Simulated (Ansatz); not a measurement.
**Nudged elastic band run: FGaH₄**

The input (input.yaml):

```yaml
crystal:
  periodic: [false, false, false]
  atoms:
    - { symbol: Ga, position_ang: [0.161707, -0.700469, 0.173989] }
    - { symbol: H, position_ang: [1.470054, -0.0106, -0.385411] }
    - { symbol: H, position_ang: [-0.707569, -1.552239, -0.805991] }
    - { symbol: H, position_ang: [-0.039139, -0.770093, 1.722001] }
    - { symbol: H, position_ang: [-0.067616, 1.738488, -0.520026] }
    - { symbol: F, position_ang: [-0.817438, 1.294914, -0.184561] }
basis:
  gaussian: { orbitals: def2-SVP }
hamiltonian:
  xc: r2scan
  dispersion: d4
neb:
  order_check: false
  images: 5
  f_tol: 0.03
  max_iterations: 60
  final_atoms:
    - { symbol: Ga, position_ang: [-0.52166681, -0.51064777, 0.29582813] }
    - { symbol: H, position_ang: [1.49871568, 0.57113435, -0.57202192] }
    - { symbol: H, position_ang: [-0.58752339, -1.47576745, -0.91992575] }
    - { symbol: H, position_ang: [0.10846361, -0.66269494, 1.70781224] }
    - { symbol: H, position_ang: [0.95304748, 1.10335133, -0.5936833] }
    - { symbol: F, position_ang: [-1.45103757, 0.97462549, 0.08199159] }
  initial_path:
    images:
      - { positions_ang: [[0.161707, -0.700469, 0.173989], [1.470054, -0.0106, -0.385411], [-0.707569, -1.552239, -0.805991], [-0.039139, -0.770093, 1.722001], [-0.067616, 1.738488, -0.520026], [-0.817438, 1.294914, -0.184561]] }
      - { positions_ang: [[0.05340645, -0.67881191, 0.19559116], [1.38924394, 0.19659777, -0.43235057], [-0.69444359, -1.5755547, -0.81570899], [-0.02639933, -0.78210611, 1.7359029], [0.08262717, 1.52684971, -0.49388543], [-0.80443564, 1.31302624, -0.18954807]] }
      - { positions_ang: [[-0.0548941, -0.65715482, 0.21719332], [1.30843388, 0.40379553, -0.47929014], [-0.68131819, -1.5988704, -0.82542698], [-0.01365966, -0.79411922, 1.74980479], [0.23287034, 1.31521142, -0.46774486], [-0.79143327, 1.33113849, -0.19453514]] }
      - { positions_ang: [[-0.16319465, -0.63549773, 0.23879548], [1.22762382, 0.6109933, -0.5262297], [-0.66819278, -1.6221861, -0.83514497], [-0.00091999, -0.80613233, 1.76370669], [0.38311351, 1.10357313, -0.44160428], [-0.77843091, 1.34925073, -0.19952221]] }
      - { positions_ang: [[-0.28268537, -0.59388107, 0.25780636], [1.31798777, 0.59770698, -0.54149378], [-0.64130298, -1.57337988, -0.86340523], [0.03554121, -0.75831987, 1.74507521], [0.5730915, 1.10349919, -0.49229729], [-1.00263313, 1.22437565, -0.10568427]] }
      - { positions_ang: [[-0.40217609, -0.55226442, 0.27681725], [1.40835173, 0.58442067, -0.55675785], [-0.61441318, -1.52457367, -0.89166549], [0.07200241, -0.71050741, 1.72644372], [0.76306949, 1.10342526, -0.54299029], [-1.22683535, 1.09950057, -0.01184634]] }
      - { positions_ang: [[-0.52166681, -0.51064777, 0.29582813], [1.49871568, 0.57113435, -0.57202192], [-0.58752339, -1.47576745, -0.91992575], [0.10846361, -0.66269494, 1.70781224], [0.95304748, 1.10335133, -0.5936833], [-1.45103757, 0.97462549, 0.08199159]] }
```

Run as:

```bash
$ ansatz run input.yaml --threads 2 --pin off --max-ram 3072MiB --backend cpu --events-out ev --progress --plain --runs-dir out
```

Output, in part (warnings, iteration lines, the closing report on the highest movable image, with atoms numbered from 0):

```
NEB end point (image 0): max|allowed force component| = 1.191e-2 eV/Å (the criterion of neb.relax_end_points is 1.000e-2)
NEB end point (image 6): max|allowed force component| = 1.016e-3 eV/Å (the criterion of neb.relax_end_points is 1.000e-2)
NEB iter   1: max|band force component| = 2.126e0 eV/Å  barrier→ = 0.4884 eV  barrier← = 1.0803 eV  Δτ_max = 0.2000 Å  (172 SCF iters)
NEB iter   2: max|band force component| = 1.238e0 eV/Å  barrier→ = 0.2564 eV  barrier← = 0.8483 eV  Δτ_max = 0.1991 Å  (144 SCF iters)
NEB iter   3: max|band force component| = 4.832e-1 eV/Å  barrier→ = 0.2408 eV  barrier← = 0.8327 eV  CI = image 3  Δτ_max = 0.0650 Å  (142 SCF iters)
NEB iter   4: max|band force component| = 6.412e-1 eV/Å  barrier→ = 0.2495 eV  barrier← = 0.8414 eV  CI = image 3  Δτ_max = 0.0190 Å  (135 SCF iters)
NEB iter   5: max|band force component| = 1.525e-1 eV/Å  barrier→ = 0.2482 eV  barrier← = 0.8401 eV  CI = image 3  Δτ_max = 0.0083 Å  (143 SCF iters)
NEB iter   6: max|band force component| = 3.788e-2 eV/Å  barrier→ = 0.2477 eV  barrier← = 0.8396 eV  CI = image 3  Δτ_max = 0.0047 Å  (124 SCF iters)
NEB iter   7: max|band force component| = 8.405e-3 eV/Å  barrier→ = 0.2476 eV  barrier← = 0.8395 eV  CI = image 3  Δτ_max = 0.0000 Å  (231 SCF iters)
Total energy: -55148.81682424 eV, -2026.6816370802 hartree
Atom 0 at    -0.117701    -0.572101     0.208259 Å, force    -0.001081     0.002445    -0.000218 eV/Å
Atom 1 at     1.162193     0.444854    -0.444191 Å, force    -0.002041     0.005007    -0.000385 eV/Å
Atom 2 at    -0.642008    -1.526878    -0.891889 Å, force    -0.000537    -0.000656     0.000987 eV/Å
Atom 3 at     0.050872    -0.709858     1.741020 Å, force    -0.000473    -0.001801     0.000248 eV/Å
Atom 4 at     0.344907     1.089518    -0.428395 Å, force     0.002533    -0.003659    -0.000442 eV/Å
Atom 5 at    -0.798265     1.274467    -0.184803 Å, force     0.001599    -0.001335    -0.000190 eV/Å
Dipole moment:     0.148005    -0.179524     0.016590 e Å
```

The forces met the threshold. A vibrational analysis at the climbing image gives one clearly imaginary mode, 851i cm⁻¹: a first-order saddle point. The orbitals stay closed-shell, which can raise the energy where a bond breaks towards radicals; this wasn't checked here.

Final band (atoms are numbered from 1 in the order of the input):

```tsv
image	path coordinate (Å)	energy (eV)	Ga1–H2 (Å)	H5–F6 (Å)	H2–H5 (Å)
0	0.00	0.000	1.58	0.93	2.33
1	0.35	0.013	1.60	0.94	1.86
2	0.70	0.074	1.64	0.98	1.42
3	1.05	0.248	1.76	1.18	1.04
4	1.45	-0.174	1.97	1.60	0.82
5	1.84	-0.525	2.24	2.03	0.77
6	2.23	-0.592	2.45	2.50	0.76
```

Time of the run: 26 s on 2 threads of Intel(R) Xeon(R) 6975P-C (Granite Rapids), with other jobs on the host, peak memory 0.15 GiB.
